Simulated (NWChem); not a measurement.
The numbers come from NWChem runs, not from measurements. System: benzotriazole (C6H5N3), charge 0, spin multiplicity 1, at a geometry optimised with PBE0/def2-SVP. Level: RHF/def2-SVP.

Job file:

```
start mol
memory heap 200 mb stack 900 mb global 1100 mb
geometry units angstroms nocenter noautoz
  C      0.281904    -2.197427     0.000000
  C     -1.103663    -1.913246     0.000000
  C     -1.588707    -0.615315     0.000000
  C     -0.627283     0.404146     0.000000
  N     -0.664882     1.763368     0.000000
  N      0.573456     2.281089     0.000000
  N      1.428711     1.331761     0.000000
  C      0.755632     0.135149     0.000000
  C      1.226763    -1.186285     0.000000
  H      0.605943    -3.240520     0.000000
  H     -1.812482    -2.744808     0.000000
  H     -2.659962    -0.406238     0.000000
  H     -1.460959     2.387548     0.000000
  H      2.298587    -1.391638     0.000000
  symmetry group Cs
end
basis spherical
  * library def2-svp
end
scf
  rhf
  nopen 0
  maxiter 100
  thresh 1e-7
  semidirect memsize 60000000 filesize 0
end
task scf energy
```

Output (cleaned and shortened):

```
             Northwest Computational Chemistry Package (NWChem) 7.3.0
             --------------------------------------------------------

                                NWChem Input Module
                                -------------------

 Scaling coordinates for geometry "geometry" by  1.889725989
 (inverse scale =  0.529177249)

 Turning off AUTOSYM since
 SYMMETRY directive was detected!

                             Geometry "geometry" -> ""
                             -------------------------

 Output coordinates in angstroms (scale by  1.889725989 to convert to a.u.)

  No.       Tag          Charge          X              Y              Z
 ---- ---------------- ---------- -------------- -------------- --------------
    1 C                    6.0000     0.28190400    -2.19742700     0.00000000
    2 C                    6.0000    -1.10366300    -1.91324600     0.00000000
    3 C                    6.0000    -1.58870700    -0.61531500     0.00000000
    4 C                    6.0000    -0.62728300     0.40414600     0.00000000
    5 N                    7.0000    -0.66488200     1.76336800     0.00000000
    6 N                    7.0000     0.57345600     2.28108900     0.00000000
    7 N                    7.0000     1.42871100     1.33176100     0.00000000
    8 C                    6.0000     0.75563200     0.13514900     0.00000000
    9 C                    6.0000     1.22676300    -1.18628500     0.00000000
   10 H                    1.0000     0.60594300    -3.24052000     0.00000000
   11 H                    1.0000    -1.81248200    -2.74480800     0.00000000
   12 H                    1.0000    -2.65996200    -0.40623800     0.00000000
   13 H                    1.0000    -1.46095900     2.38754800     0.00000000
   14 H                    1.0000     2.29858700    -1.39163800     0.00000000

 Effective nuclear repulsion energy (a.u.)     407.4096464358

            Nuclear Dipole moment (a.u.)
            ----------------------------
        X                 Y               Z
 ---------------- ---------------- ----------------
    -0.0000037795     0.0000037795     0.0000000000

      Symmetry information
      --------------------

 Group name             Cs
 Group number              2
 Group order               2
 No. of unique centers    14

      Symmetry unique atoms

     1    2    3    4    5    6    7    8    9   10   11   12   13   14


 Summary of "ao basis" -> "" (spherical)
 ------------------------------------------------------------------------------
       Tag                 Description            Shells   Functions and Types
 ---------------- ------------------------------  ------  ---------------------
 *                          def2-svp                  on all atoms

 Summary of "ao basis" -> "ao basis" (spherical)
 ------------------------------------------------------------------------------
       Tag                 Description            Shells   Functions and Types
 ---------------- ------------------------------  ------  ---------------------
 C                          def2-svp                 6       14   3s2p1d
 N                          def2-svp                 6       14   3s2p1d
 H                          def2-svp                 3        5   2s1p

                                 NWChem SCF Module
                                 -----------------

  ao basis        = "ao basis"
  functions       =   151
  atoms           =    14
  closed shells   =    31
  open shells     =     0
  charge          =   0.00
  wavefunction    = RHF
  use symmetry    = T
  symmetry adapt  = T

 Summary of "ao basis" -> "ao basis" (spherical)
 ------------------------------------------------------------------------------
       Tag                 Description            Shells   Functions and Types
 ---------------- ------------------------------  ------  ---------------------
 C                          def2-svp                 6       14   3s2p1d
 N                          def2-svp                 6       14   3s2p1d
 H                          def2-svp                 3        5   2s1p

      Symmetry analysis of basis
      --------------------------

        a'        110
        a"         41

 Forming initial guess at       0.1s

      Superposition of Atomic Density Guess
      -------------------------------------

 Sum of atomic energies:        -390.97780300

      Non-variational initial energy
      ------------------------------

 Total energy =    -397.369796
 1-e energy   =   -1335.861233
 2-e energy   =     531.081791
 HOMO         =      -0.266226
 LUMO         =      -0.042317

      Symmetry analysis of molecular orbitals - initial
      -------------------------------------------------

  Numbering of irreducible representations:

     1 a'          2 a"

  Orbital symmetries:

     1 a'          2 a'          3 a'          4 a'          5 a'
     6 a'          7 a'          8 a'          9 a'         10 a'
    11 a'         12 a'         13 a'         14 a'         15 a'
    16 a'         17 a'         18 a'         19 a'         20 a"
    21 a'         22 a'         23 a'         24 a"         25 a'
    26 a'         27 a"         28 a'         29 a'         30 a"
    31 a"         32 a"         33 a"         34 a"         35 a'
    36 a'         37 a'         38 a'         39 a'         40 a"
    41 a'

 Starting SCF solution at       3.8s

 ----------------------------------------------
         Quadratically convergent ROHF

 Convergence threshold     :          1.000E-07
 Maximum no. of iterations :          100
 Final Fock-matrix accuracy:          1.000E-09
 ----------------------------------------------

              iter       energy          gnorm     gmax       time
             ----- ------------------- --------- --------- --------
                 1     -393.0014006840  1.19D+00  1.65D-01      4.0
                 2     -393.0956862339  6.29D-01  9.41D-02      4.3
                 3     -393.1212490083  4.44D-02  8.59D-03      5.0
                 4     -393.1215551713  1.42D-03  3.61D-04      6.2
                 5     -393.1215557007  1.10D-06  3.61D-07      8.3
                 6     -393.1215557007  5.91D-09  1.42D-09     10.0

       Final RHF  results
       ------------------

         Total SCF energy =   -393.121555700712
      One-electron energy =  -1339.693799613616
      Two-electron energy =    539.162597477139
 Nuclear repulsion energy =    407.409646435764

        Time for solution =      6.3s

       Symmetry analysis of molecular orbitals - final
       -----------------------------------------------

  Numbering of irreducible representations:

     1 a'          2 a"

  Orbital symmetries:

     1 a'          2 a'          3 a'          4 a'          5 a'
     6 a'          7 a'          8 a'          9 a'         10 a'
    11 a'         12 a'         13 a'         14 a'         15 a'
    16 a'         17 a'         18 a'         19 a'         20 a'
    21 a"         22 a'         23 a'         24 a'         25 a'
    26 a'         27 a"         28 a"         29 a'         30 a"
    31 a"         32 a"         33 a"         34 a'         35 a'
    36 a"         37 a'         38 a'         39 a'         40 a"
    41 a'

             Final eigenvalues
             -----------------

              1
    1  -15.6546
    2  -15.6528
    3  -15.5986
    4  -11.2952
    5  -11.2656
    6  -11.2628
    7  -11.2612
    8  -11.2596
    9  -11.2494
   10   -1.4440
   11   -1.2060
   12   -1.1612
   13   -1.0476
   14   -1.0223
   15   -0.8844
   16   -0.8636
   17   -0.8414
   18   -0.7533
   19   -0.7197
   20   -0.6580
   21   -0.6558
   22   -0.6326
   23   -0.6248
   24   -0.5471
   25   -0.5443
   26   -0.5144
   27   -0.5005
   28   -0.4551
   29   -0.4363
   30   -0.3401
   31   -0.3322
   32    0.0854
   33    0.1438
   34    0.1705
   35    0.1835
   36    0.1992
   37    0.2161
   38    0.2412
   39    0.2606
   40    0.3560
   41    0.3629

                       ROHF Final Molecular Orbital Analysis
                       -------------------------------------

 Vector   29  Occ=2.000000D+00  E=-4.363201D-01  Symmetry=a'
              MO Center=  1.0D+00,  1.5D+00, -8.3D-16, r^2= 2.2D+00
   Bfn.  Coefficient  Atom+Function         Bfn.  Coefficient  Atom+Function
  ----- ------------  ---------------      ----- ------------  ---------------
    88      0.380687   7 N  px               73      0.314261   6 N  s
    91     -0.297528   7 N  px               87     -0.248617   7 N  s
    75     -0.227674   6 N  py               86     -0.208167   7 N  s
    72      0.204229   6 N  s                59     -0.186640   5 N  s
    89      0.186324   7 N  py              102      0.184275   8 C  px

 Vector   30  Occ=2.000000D+00  E=-3.401071D-01  Symmetry=a"
              MO Center= -8.2D-02, -2.9D-01,  5.0D-16, r^2= 4.1D+00
   Bfn.  Coefficient  Atom+Function         Bfn.  Coefficient  Atom+Function
  ----- ------------  ---------------      ----- ------------  ---------------
   104     -0.302343   8 C  pz               20      0.287589   2 C  pz
    76     -0.254526   6 N  pz               23      0.236754   2 C  pz
    48     -0.234713   4 C  pz              107     -0.235679   8 C  pz
    79      0.223069   6 N  pz               51     -0.195109   4 C  pz
     6      0.171279   1 C  pz

 Vector   31  Occ=2.000000D+00  E=-3.322252D-01  Symmetry=a"
              MO Center= -8.5D-02, -6.0D-01, -1.4D-15, r^2= 4.1D+00
   Bfn.  Coefficient  Atom+Function         Bfn.  Coefficient  Atom+Function
  ----- ------------  ---------------      ----- ------------  ---------------
    34     -0.289248   3 C  pz              118      0.273644   9 C  pz
     6      0.265335   1 C  pz               37     -0.243915   3 C  pz
    62     -0.237572   5 N  pz               65      0.238198   5 N  pz
     9      0.231344   1 C  pz              121      0.227322   9 C  pz
    90      0.168943   7 N  pz               48     -0.151945   4 C  pz

 Vector   32  Occ=0.000000D+00  E= 8.535640D-02  Symmetry=a"
              MO Center=  1.0D-02, -2.2D-01, -5.8D-15, r^2= 5.2D+00
   Bfn.  Coefficient  Atom+Function         Bfn.  Coefficient  Atom+Function
  ----- ------------  ---------------      ----- ------------  ---------------
   121      0.457114   9 C  pz               37      0.440848   3 C  pz
    23     -0.384765   2 C  pz               79      0.352512   6 N  pz
    76     -0.289582   6 N  pz              118      0.275384   9 C  pz
    34      0.253920   3 C  pz              107     -0.246203   8 C  pz
    20     -0.229083   2 C  pz               93     -0.193411   7 N  pz

 Vector   33  Occ=0.000000D+00  E= 1.437846D-01  Symmetry=a"
              MO Center= -1.2D-01, -8.1D-01,  1.3D-15, r^2= 4.1D+00
   Bfn.  Coefficient  Atom+Function         Bfn.  Coefficient  Atom+Function
  ----- ------------  ---------------      ----- ------------  ---------------
     9      0.618537   1 C  pz               51      0.599740   4 C  pz
    23     -0.402120   2 C  pz               48      0.337051   4 C  pz
   107     -0.314003   8 C  pz                6      0.308989   1 C  pz
    65     -0.307222   5 N  pz              121     -0.302462   9 C  pz
    20     -0.209143   2 C  pz               62      0.184719   5 N  pz

 Vector   34  Occ=0.000000D+00  E= 1.705418D-01  Symmetry=a'
              MO Center= -2.1D+00,  1.6D+00,  8.1D-16, r^2= 5.5D+00
   Bfn.  Coefficient  Atom+Function         Bfn.  Coefficient  Atom+Function
  ----- ------------  ---------------      ----- ------------  ---------------
   143     -1.474362  13 H  s                59      1.350915   5 N  s
   138     -1.128521  12 H  s                35     -0.939012   3 C  px
    17      0.749649   2 C  s                50     -0.675660   4 C  py
   115      0.607095   9 C  s                45      0.486411   4 C  s
   106      0.382657   8 C  py               63     -0.369354   5 N  px

 center of mass
 --------------
 x =   0.04776801 y =   0.08524036 z =   0.00000000

 moments of inertia (a.u.)
 ------------------
        1044.600513575556        -129.088010753093           0.000000000000
        -129.088010753093         475.241948592636           0.000000000000
           0.000000000000           0.000000000000        1519.842462168191

  Mulliken analysis of the total density
  --------------------------------------

    Atom       Charge   Shell Charges
 -----------   ------   -------------------------------------------------------
    1 C    6     6.06   1.99  0.88  0.26  2.02  0.87  0.04
    2 C    6     6.01   1.99  0.89  0.24  2.00  0.85  0.04
    3 C    6     6.08   1.99  0.87  0.33  2.04  0.80  0.04
    4 C    6     5.81   1.99  0.91  0.08  2.05  0.70  0.07
    5 N    7     7.25   1.99  0.96  0.47  2.45  1.34  0.04
    6 N    7     6.97   1.99  1.06  0.58  2.22  1.05  0.06
    7 N    7     7.24   1.99  1.04  0.61  2.28  1.28  0.05
    8 C    6     5.96   1.99  0.91  0.13  2.07  0.80  0.07
    9 C    6     6.01   1.99  0.89  0.32  2.01  0.74  0.04
   10 H    1     0.95   0.76  0.17  0.03
   11 H    1     0.95   0.76  0.17  0.03
   12 H    1     0.96   0.76  0.18  0.03
   13 H    1     0.82   0.70  0.07  0.05
   14 H    1     0.94   0.75  0.17  0.03

       Multipole analysis of the density wrt the origin
       ------------------------------------------------

     L   x y z        total         open         nuclear
     -   - - -        -----         ----         -------
     0   0 0 0     -0.000000      0.000000     62.000000

     1   1 0 0     -1.472348      0.000000     -0.000004
     1   0 1 0     -0.682359      0.000000      0.000004
     1   0 0 1      0.000000      0.000000      0.000000

     2   2 0 0    -35.982438      0.000000    269.887334
     2   1 1 0     -6.647060      0.000000     60.178021
     2   1 0 1     -0.000000      0.000000      0.000000
     2   0 2 0    -37.227232      0.000000    568.449291
     2   0 1 1     -0.000000      0.000000      0.000000
     2   0 0 2    -41.190153      0.000000      0.000000

 Task  times  cpu:       10.0s     wall:       10.0s

 Total times  cpu:       10.1s     wall:       10.1s
```
